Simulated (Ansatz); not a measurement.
## Worked example: SnH2(CH3)2 + C3H6F2O → SnH2(CH3)F + C4H9FO

Species: SnH2(CH3)2, singlet; C3H6F2O `FCCOCF`, singlet; SnH2(CH3)F, singlet; C4H9FO `CCCOCF`, singlet. The partners trade CH3 for F: Sn–CH3 and C–F bonds give way to Sn–F and C–CH3.

Shapes, held fixed at every level: PBE0-D4/def2-TZVP. Flexible molecules stand in one conformer, not always the lowest. Programs: Ansatz 0.2.0. Electronic energies: no zero-point or thermal term.

At CCSD(T)/def2-TZVPP; 1 Eh = 2625.50 kJ/mol:

```
   species  energy (Eh)
SnH2(CH3)2  -294.520822
   C3H6F2O  -392.305562
SnH2(CH3)F  -354.456280
    C4H9FO  -332.413002
```

Q: Work out ΔE of the reaction at this level.

A: 
1. Products less reactants: (-354.456280) + (-332.413002) − [(-294.520822) + (-392.305562)] = -0.042898 Eh = -112.6 kJ/mol.

Other levels give -119.7 (r2SCAN-D4/def2-TZVPP) to -112.7 kJ/mol (CCSD/def2-TZVPP). No measured value is set beside it here. For atoms past krypton def2 sets carry core potentials with scalar relativity. Correlated rows may include outer-core shells of Sn, which these sets cover unevenly.
